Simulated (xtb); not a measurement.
Ir(acac)(CO)2 (C₇H₇IrO₄), SMILES C1(=[O]->[Ir]([O]C(C)=C1)(<-[C-]#[O+])<-[C-]#[O+])C, multiplicity 1. All values are semi-empirical tight-binding results from xtb (GFN2-xTB unless named), good for trends rather than for accurate numbers. Coordinates come from a GFN2-xTB optimisation. The spin state was assumed, not searched. The isomer is the one that the SMILES or the coordinates give; other isomers of the formula were not compared. The values are those of a single conformer.

The geometry has at least one imaginary mode, so it is a saddle point at that level.

For metal compounds this method's bond lengths and energies can be far off.

```yaml
point_group_as_xtb_finds_it: C2v
orbital_gap: 2.45 eV
```
